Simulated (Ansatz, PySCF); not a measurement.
Molecule: sum formula SiHCl2, net charge 1, singlet state. 
Geometry from a B3LYP-D3(BJ)/def2-TZVP (Ansatz, an electronic-structure program) optimisation:
```xyz
4

Cl    -1.7007    -0.3216     0.0569
Si     0.0010     0.6388    -0.0062
Cl     1.6996    -0.3281    -0.0507
H      0.0034     2.1008    -0.0203
```
Charge +1, spin multiplicity 1.

Total electronic energies in hartree. Cores are frozen in the correlated levels unless marked. Spin-orbit coupling is left out. Non-relativistic. Basis-set limits of correlation are two-point, X^-3; Hartree-Fock from the larger set. [CCSD(T)-MP2]/basis is that difference in the basis named.

```json
[
 {"level": "HF/STO-3G", "program": "Ansatz", "energy (Eh)": "-1195.15658"},
 {"level": "HF-D4/def2-TZVPD", "program": "PySCF + dftd4", "energy (Eh)": "-1208.35271"},
 {"level": "TPSS/def2-TZVPD", "program": "PySCF", "energy (Eh)": "-1210.35922"},
 {"level": "PBE0/STO-3G", "program": "Ansatz", "energy (Eh)": "-1196.51049"},
 {"level": "PBE0/def2-SVP", "program": "Ansatz", "energy (Eh)": "-1209.44139"},
 {"level": "BHLYP/def2-TZVPD", "program": "Ansatz", "energy (Eh)": "-1210.29607"},
 {"level": "M06-2X/def2-TZVPD", "program": "PySCF", "energy (Eh)": "-1210.24200"},
 {"level": "CAM-B3LYP-D3(BJ)/def2-TZVPD", "program": "Ansatz + dftd3", "energy (Eh)": "-1210.32810"},
 {"level": "wB97X-V/def2-TZVPD", "program": "Ansatz", "energy (Eh)": "-1210.10928"},
 {"level": "B2PLYP-D3(BJ)/def2-TZVPD", "program": "Ansatz + dftd3", "energy (Eh)": "-1209.91955"},
 {"level": "CCSD/STO-3G", "program": "Ansatz", "energy (Eh)": "-1195.22576"},
 {"level": "CCSD(T)/6-31G*", "program": "Ansatz", "energy (Eh)": "-1208.60386"},
 {"level": "CCSD(T)/cc-pVTZ", "program": "Ansatz", "energy (Eh)": "-1208.88382"},
 {"level": "RI-MP2/CBS(cc-pV(T+d)Z,cc-pV(Q+d)Z)+[CCSD(T)-MP2]/cc-pV(D+d)Z", "program": "Ansatz", "energy (Eh)": "-1208.9668"},
 {"level": "CCSD(T)/CBS(cc-pV(T+d)Z,cc-pV(Q+d)Z)", "program": "Ansatz", "energy (Eh)": "-1208.9830"}
]
```

Totals of different functionals don't rank their quality; only differences between species are comparable.
